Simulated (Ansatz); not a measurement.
Species: C$_{3}$H$_{7}$Cl, charge 0, singlet. C3H7Cl (SMILES CC(C)Cl).
B3LYP-D3(BJ)/def2-TZVP minimum from Ansatz (a quantum-chemistry and plane-wave program):
```
C
H 1 1.0889
C 1 1.5157 2 110.39
H 3 1.0891 1 111.28 2 56.03
H 3 1.0908 4 108.52 1 -122.00
H 3 1.0932 4 108.49 5 -117.56
C 1 1.5157 2 110.39 3 -126.37
H 7 1.0891 1 111.28 2 -56.03
H 7 1.0908 8 108.52 1 122.00
H 7 1.0932 8 108.49 9 117.56
Cl 1 1.8287 2 103.80 3 116.81
```
Charge 0, spin multiplicity 1.

Total energies in cc-pV(D+d)Z, 26 correlated electrons, 8 frozen orbitals. UHF or UKS for unpaired electrons; spin-orbit terms are left out. Correlated methods leave the cores frozen. No relativity.

```
method    program  energy (Eh)  minus CCSDT(Q) (mEh)
--------  -------  -----------  --------------------
HF         Ansatz   -577.20133                651.50
MP2        Ansatz   -577.77721                 75.62
CCSD       Ansatz   -577.83296                 19.86
CCSD(T)    Ansatz   -577.85077                  2.05
CCSDT(Q)   Ansatz   -577.85283                  0.00
```

Rough core times of Ansatz's runs on a shared machine: CCSD(T) under 20 s, CCSDT(Q) 40 min.
